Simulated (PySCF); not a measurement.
Computed properties of Se(OH)(SiH3) (H4OSeSi), SMILES O[Se][SiH3]

H4OSeSi, SMILES O[Se][SiH3]. Coordinates come from a r2SCAN-D4/def2-SVP optimisation. The values are those of a single conformer. All values are computed for the isolated molecule unless a solvent is named; none is compared with measurement here.

**Structure.** All 15 harmonic modes at r2SCAN-D4/def2-SVP (PySCF) are real, so it is a minimum. With heavy atoms numbered as in [Se:1]([OH:2])[SiH3:4], the shortest bond between them is Se1–O2 at 1.848 Å and the longest Se1–Si4 at 2.288 Å.

**Vibrations.** The strongest infrared lines (harmonic, unscaled, degenerate partners summed) lie at 892 cm⁻¹ (268 km/mol, H 92 %, Si 8 %), 2227 cm⁻¹ (100 km/mol, H 96 %), 328 cm⁻¹ (90 km/mol, H 92 %). The softest mode is at 137 cm⁻¹ and the zero-point energy is 24.5 kcal/mol.

**Electronic structure.** B3LYP/def2-TZVPD (PySCF) places the frontier levels at -6.77 and -2.02 eV, a gap of 4.75 eV, and gives a dipole moment of 1.52 D and a mean polarisability of 64.7 bohr³.

**Excitations.** TDDFT-B3LYP/def2-SVPD (PySCF) has S1 at 3.53 eV (351 nm, f = 0.001, dark); the most intense of the 10 singlets computed lies at 6.69 eV (f = 0.04). T1 (TDA) is at 2.84 eV. No vertical singlet excitation falls in the visible range (under 3.1 eV).

**NMR.** GIAO shifts at HF/pcSseg-1 (PySCF) (non-relativistic, atoms alike by connectivity averaged): ¹H from 0.8 to 4.9 ppm against TMS; ²⁹Si at -47.7 ppm against TMS.
